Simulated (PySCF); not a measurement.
## Nuclear quadrupole coupling in `C=CO[Si@H](O)SC=C`

Compound: C4H8O2SSi.
Z-matrix (Å and degrees, GFN2-xTB geometry), rows numbered from 1:
```
C 
C   1  1.3185
O   2  1.3491  1  126.15
Si  3  1.6211  2  132.68  1     0.64
O   4  1.6143  3  106.19  2   178.24
S   4  2.1550  3  109.48  2    58.20
C   6  1.7628  4   99.86  3   160.28
C   7  1.3208  6  122.81  4   166.54
H   1  1.0753  2  121.49  3    -0.75
H   1  1.0733  2  120.78  3  -179.87
H   2  1.0829  1  122.69  3  -179.92
H   4  1.4495  3  115.09  2   -66.73
H   5  0.9548  4  121.81  3   -31.30
H   7  1.0781  6  114.19  4   -14.44
H   8  1.0758  7  121.46  6    -0.96
H   8  1.0763  7  121.15  6   178.84
```

Field gradients from the PBE0/pcSseg-1 density (PySCF, non-relativistic), principal values in atomic units, ordered |Vxx| ≤ |Vyy| ≤ |Vzz|:

| atom | Vxx | Vyy | Vzz |
| --- | --- | --- | --- |
| O3 | -0.6745 | -0.8770 | 1.5515 |
| O5 | -0.4405 | -1.0657 | 1.5062 |
| S6 | -0.0835 | -1.8427 | 1.9262 |

Task: Find the asymmetry η = (Vxx − Vyy)/Vzz and the couplings χ = eQV/h (234.96 MHz × Q in barn × V in au), with Q(17O) = −0.0256 b, Q(33S) = −0.0678 b.

Result: 
```
atom                environment  nucleus     η  χzz (MHz)  χxx (MHz)  χyy (MHz)
  O3         silyl ether oxygen      17O  0.13      -9.33       4.06       5.28
  O5             silanol oxygen      17O  0.42      -9.06       2.65       6.41
  S6  sulfur bonded to C and Si      33S  0.91     -30.69       1.33      29.36
```

At S6 η is above 0.9: Vyy and Vzz are nearly equal in size and opposite in sign, so a small change could swap them and flip the sign of χzz. The tensor is traceless: Vxx + Vyy + Vzz = 0.

Task: What is Vzz at O5 in SI units (1 au = 9.71736 × 10²¹ V/m²)?

Result: 1.5062 au = 14.637 × 10²¹ V/m².

Were the hydrogens deuterons (Q(2H) = 0.00286 b), χzz would run from 112 kHz (H12) to 340 kHz (H13).

Isolated species at its GFN2-xTB geometry (one conformer only). GFN2-xTB bond lengths can be off by several hundredths of an ångström, more for odd bonds, and the gradients follow them. The basis is small and wasn't made for field gradients, so the couplings can be 20 % off.

The run behind these numbers computed NMR shieldings as well. Hardware: one thread of an Arm Neoverse N1, no GPU, on a shared host. Cost: 55 s of wall time, 0.84 GiB resident at most.
